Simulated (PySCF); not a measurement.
# Polarisability and C₆ of Pt (platinum, neutral)

[Xe] 4f14 5d9 6s1, high-spin 3D determinant. All numbers are calculated (PySCF 2.14, scalar relativity through the core potential, in aug-cc-pVQZ-PP with ECP60MDF (7s7p6d4f3g2h, 135 functions)). Coupled (time-dependent) response in atomic units; α is the mean over directions.

| method | mean α (bohr³) | α xx, yy, zz | C₆ (like pair) | S(−4) |
| --- | --- | --- | --- | --- |
| TPSS | 40.36 | 39.78, 39.78, 41.51 | 394.0 | 681.6 |

S(−4) is the Cauchy moment in α(ω) = α(0) + S(−4) ω² + …

Reference α: 48 ± 4 bohr³ (recommended; Schwerdtfeger and Nagle, table of static dipole polarizabilities (2023 update)). Published C₆: 470.0 (Gould and Bucko (2016)).

Spin-orbit coupling is absent.

α(iu) at TPSS:

```
u (hartree)  α(iu) (bohr³)
          0          40.36
     0.0500          38.75
      0.100          34.86
      0.200          26.20
      0.300          19.93
      0.500          12.95
      0.750          8.718
       1.00          6.392
       1.50          3.937
       2.00          2.687
       3.00          1.479
       5.00         0.6356
```

A single London oscillator, α(iu) = α/(1 + u²/ω²), gives C₆ = (3/4) ω α². Matching the computed C₆ needs ω = 4 × 394.0 / (3 × 40.36²) = 0.323 hartree.

The components differ because the open shell of this determinant is not spherical; for a pure term their mean is the scalar polarisability.

Energies and moments cover only the electrons outside the core potential. Spin-orbit coupling, absent here, splits the open shell strongly.
